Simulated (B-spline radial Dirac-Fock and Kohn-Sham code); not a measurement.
**Cross section and asymmetry of the 4d5/2 subshell of Tb⁴⁺**

System: the Tb⁴⁺ ion in the configuration [Xe] 4f7. The computed 4d5/2 threshold is 214.3 eV; without correlation, outer thresholds are uncertain by 1 to 2 eV. With an open shell the threshold is an average over the terms of the final ion.

Input file task.json (cfg lists n, l and occupation; rrms is the nuclear radius in fm):

```json
{"items": [{
  "Z": 65,
  "q": 4,
  "cfg": [[1, 0, 2], [2, 0, 2], [2, 1, 6], [3, 0, 2], [3, 1, 6], [3, 2, 10], [4, 0, 2], [4, 1, 6], [4, 2, 10], [4, 3, 7], [5, 0, 2], [5, 1, 6]],
  "A": 159,
  "rrms": 5.06,
  "do": ["binding", "quiet", "photo", "scan"],
  "hv": [200, 228.0, 243.0, 478.0, 1390.0, 1486.9, 4000, 8047.8, 9251.7, 19900.0, 22162.9, 90500.0, 116000.0, 150000, 173000.0, 200000]
}]}
```

Command: `python xray_run.py task.json out`

Calculated with an atomic code on a B-spline grid, using independent-particle photoionisation in a Dirac-Hartree-Slater potential with a Latter tail, all multipoles, thresholds from Dirac-Fock ΔSCF. Interchannel coupling and autoionising resonances are not included, so magnitudes near threshold are approximate.

Question: How do σ and β run from threshold to 400 eV kinetic energy?

Answer: The cross section has a minimum of 0.23 Mb near 14 eV kinetic energy, a Cooper minimum, where a dipole matrix element changes sign; it needs a radial node in the bound orbital. Its largest value, 0.495 Mb, lies 205 eV above threshold. β ranges from -0.99 (at 53.5 eV) to 0.91.

```
kinetic energy (eV)  σ (Mb)      β
                1.5   0.245   0.26
                2.3   0.242   0.28
                3.7   0.239   0.28
                5.7   0.234   0.24
                9.0   0.229   0.12
               14.0   0.226  -0.12
               21.9   0.229  -0.50
               34.2   0.249  -0.88
               53.5   0.294  -0.99
               83.7   0.368  -0.69
              130.9   0.456  -0.18
              204.6   0.495   0.33
              319.9   0.449   0.74
```
